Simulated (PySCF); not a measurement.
```xyz
5
charge 0 multiplicity 5, angstrom
Ni    0.0000    0.0000    0.0000
F     1.7727    0.0000    0.0000
F     0.0000    1.7727    0.0000
F    -1.7727    0.0000    0.0000
F     0.0000   -1.7727    0.0000
```

These are results of PySCF, UB3LYP, basis Ni def2-SVP, F def2-SVP (no relativity, density fitting), not measurements.

This geometry of NiF₄ is a stationary point at this level.

(1) What is the point group?

(2) Is it a minimum?

(3) List the harmonic modes with their infrared intensities.

(4) Give the atomic charges and bond orders.

Answers

(1) D4h.

(2) No: it has 1 imaginary mode, at 149i cm⁻¹ (b2u).

(3) 
```json
{"symmetry": "b2u", "ω (cm⁻¹)": "149i", "IR (km/mol, summed over degenerate members)": "–", "type": "bend"}
{"symmetry": "eu", "ω (cm⁻¹)": "54", "IR (km/mol, summed over degenerate members)": "1.6", "type": "bend"}
{"symmetry": "a2u", "ω (cm⁻¹)": "122", "IR (km/mol, summed over degenerate members)": "43.8", "type": "bend"}
{"symmetry": "b1g", "ω (cm⁻¹)": "273", "IR (km/mol, summed over degenerate members)": "0.0", "type": "stretch"}
{"symmetry": "b2g", "ω (cm⁻¹)": "301", "IR (km/mol, summed over degenerate members)": "0.0", "type": "bend"}
{"symmetry": "a1g", "ω (cm⁻¹)": "576", "IR (km/mol, summed over degenerate members)": "0.0", "type": "stretch"}
{"symmetry": "eu", "ω (cm⁻¹)": "609", "IR (km/mol, summed over degenerate members)": "4.0", "type": "stretch"}
```

(4) 
```json
{"atom": "Ni1", "Mulliken": "1.10", "Löwdin": "0.75", "polar tensor": "0.60", "spin (Mulliken)": "2.02", "Mayer order to Ni1": "–"}
{"atom": "F2,3,4,5", "Mulliken": "-0.27", "Löwdin": "-0.19", "polar tensor": "-0.15", "spin (Mulliken)": "0.49", "Mayer order to Ni1": "0.91"}
```

Only a few start shapes were tried, so a lower isomer may exist. Other spin states or occupations of the open shell can lie lower. At this level a quintet minimum of D2d symmetry lies 133 kJ/mol below this structure.
